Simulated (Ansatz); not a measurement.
C2H7BO can be A, `BCOC`, or B, `CBCO`.

Computed with Ansatz on PBE0-D4/def2-TZVP structures; ΔE is electronic, products minus reactants. CCSD(T)/CBS is the MP2 limit (def2-TZVPP, def2-QZVPP) plus CCSD(T) − MP2 in def2-TZVPP, frozen cores. DFT in def2-TZVPP. B3LYP here is the variant with VWN-RPA as its local correlation; programs differ in this. Each species was taken in one conformer, which may not be the lowest.

Q: Which is lower in electronic energy at CCSD(T)/CBS, and by how much? (Estimate.)

A: Computed: B, by 90.8 kJ/mol.

Q: Give E(B) − E(A) in kJ/mol with CCSD(T)/def2-TZVPP, CCSD/def2-TZVPP, B3LYP-D4, PBE-D4, BLYP-D4, ωB97M-V, PBE0-D4. (Estimate.)

A: The calculation gave: CCSD(T)/def2-TZVPP -86.7, CCSD/def2-TZVPP -86.2, B3LYP-D4 -85.3, PBE-D4 -92.4, BLYP-D4 -83.8, ωB97M-V -90.2, PBE0-D4 -92.8. None reverses the order clearly.

Q: Does the order hold for the free energy at 298.15 K (harmonic terms from PBE0-D4)? (Best estimate.)

A: Ansatz gave: Yes: G(B) − G(A) = -94.2 kJ/mol, for one conformer each.

Largest T1 diagnostic: 0.010.

Leaving LDA and LC-ωPBE aside and taking each functional with its dispersion term where it has one, the values, not all of them listed here, spread over 9.1 kJ/mol, from r2SCAN0-D4 to BLYP-D4. LDA lies −3.3 kJ/mol from PBE without D4. In def2-TZVPP, CCSD(T) changes the Hartree–Fock value by −12.4 kJ/mol (the triples alone add −0.5 kJ/mol) and MP2 by −16.2 kJ/mol.
